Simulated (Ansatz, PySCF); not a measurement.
Another site gives an ion 0.48 eV lower (`C=C[CH2+]`) at the level frozen-core CCSD(T)/cc-pVTZ // B3LYP-D3(BJ)/def2-TZVP (Ansatz, a program for electronic structure).

B3LYP has the VWN-RPA correlation part, as in Gaussian. Delta-SCF ions had no search for a lower state. Excitations are Tamm–Dancoff values on a coarser integration grid. The basis has no diffuse functions, so Rydberg states are missing or too high.

C₃H₅, SMILES `C=[C+]C` (not the most basic site) (charge 1, multiplicity 1)

Level of theory: B3LYP-D3(BJ)/def2-TZVP (PySCF).

```yaml
HOMO: -14.89 eV
HOMO–LUMO gap: 5.24 eV
LUMO: -9.65 eV
S1 excitation (TDA): 3.44 eV
S1 oscillator strength: 0.001
T1 excitation (TDA): 2.87 eV
S1–T1 gap (TDA): 0.57 eV
vertical ionisation energy (Delta-SCF): 17.71 eV
adiabatic ionisation energy (no zero-point term): 17.37 eV
hole reorganisation energy (four-point): 0.701 eV
total_energy: -3183.93 eV
cost: roughly 70 core-seconds
```

Bonded distances (Å): C1–C2 1.265, C1–H4 1.093, C1–H5 1.094, C2–C3 1.402, C3–H6 1.094, C3–H7 1.115, C3–H8 1.094. Bond angles (°): C2–C1–H4 121.7, C2–C1–H5 120.4, H4–C1–H5 117.9, C1–C2–C3 178.1, C2–C3–H6 113.2, C2–C3–H7 102.4, C2–C3–H8 113.3, H6–C3–H7 106.2, H6–C3–H8 114.1, H7–C3–H8 106.4.
Charge +1, spin multiplicity 1.
